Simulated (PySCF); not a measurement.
One of the candidates below gave these computed data.

All candidates are C5H8F2.

| technique | computed result |
| --- | --- |
| NMR, other nuclei | isotropic shieldings of nuclei other than C and H, by class: 308 (2 F) ppm [GIAO PBE0/pcSseg-1] |
| Rotational structure | rotational constants A, B, C: 4.869, 1.510, 1.286 GHz [GFN2-xTB] |
| Dipole | 3.16 D [PBE0/def2-SVPD] |
| Triplet | lowest triplet excitation (Tamm–Dancoff): 4.12 eV [TDA PBE0/def2-SVPD] |
| UV, first state | lowest singlet excitation: 6.79 eV (183 nm, f = 0.346) [TDDFT PBE0/def2-SVPD] |
| 13C NMR | chemical shifts (computed TMS as zero) by class: 153.1 (1 C), 129.5 (1 C), 119.4 (1 C), 29.4 (1 C), 19.0 (1 C) ppm [GIAO PBE0/pcSseg-1] |

The electronic properties come from PySCF, for the isolated species, density fitting. Levels stand in brackets. The structure is a single GFN2-xTB conformer in the gas phase; no vibrational or solvent corrections. NMR values are class means; diastereotopic atoms form classes of their own.

**Question.** Which candidate is it?
A. `CC(C)=CC(F)F`
B. `C=CCCC(F)F`
C. `CCC1[C@@H](F)[C@@H]1F`

**Answer.** A. It is `CC(C)=CC(F)F`. Numbering: `[CH3:1][C:2]([CH3:3])=[CH:4][CH:5]([F:6])[F:7]`. Its formula, C5H8F2, gives 1 degree of unsaturation: 0 rings and 1 π bond in the structure found. 5 carbons fall into 5 classes; from least to most shielded: fully substituted alkene carbon [C2] (153.1 ppm), alkene CH carbon [C4] (129.5 ppm), CHF2 carbon [C5] (119.4 ppm), allylic carbon [C3] (29.4 ppm), allylic carbon [C1] (19.0 ppm). The other shieldings belong to: 308 ppm, fluorine of a CF2 group [F6/F7]. S1 is mainly HOMO→LUMO (weight 0.93); the largest Löwdin shares of the orbital it empties are 0.38 on the alkene CH carbon, 0.29 on the fully substituted alkene carbon, 0.06 on an allylic carbon and 0.05 on an allylic carbon, of the orbital it fills 0.32 on the fully substituted alkene carbon, 0.25 on the alkene CH carbon, 0.08 on the CHF2 carbon and 0.06 on an allylic carbon. The optimised geometry has point group C1 and is an asymmetric top.

The others, at the same levels:
- `C=CCCC(F)F` fails: its computed 13C shifts are 145.7 (1 C), 125.1 (1 C), 122.5 (1 C), 36.8 (1 C), 33.6 (1 C) ppm, rotational constant A is 4.597 GHz (against 4.869 GHz) and smallest rotational constant is 1.359 GHz (against 1.286 GHz).
- `CCC1[C@@H](F)[C@@H]1F` fails: its computed 13C shifts are 78.5 (1 C), 77.9 (1 C), 31.7 (1 C), 21.7 (1 C), 16.5 (1 C) ppm, rotational constant A is 3.976 GHz (against 4.869 GHz) and smallest rotational constant is 1.377 GHz (against 1.286 GHz).

Each candidate is one conformer, not necessarily the lowest. The conformers computed, where there is a choice (atom-mapped SMILES and torsion angles):
- `[CH3:1][C:2]([CH3:3])=[CH:4][CH:5]([F:6])[F:7]`: C2–C4–C5–F6 -168°
- `[CH2:1]=[CH:2][CH2:3][CH2:4][CH:5]([F:6])[F:7]`: C1–C2–C3–C4 121°, C2–C3–C4–C5 -66°, C3–C4–C5–F6 174°
- `[CH3:1][CH2:2][CH:3]1[C@@H:4]([F:5])[C@@H:6]1[F:7]`: C1–C2–C3–C4 84°
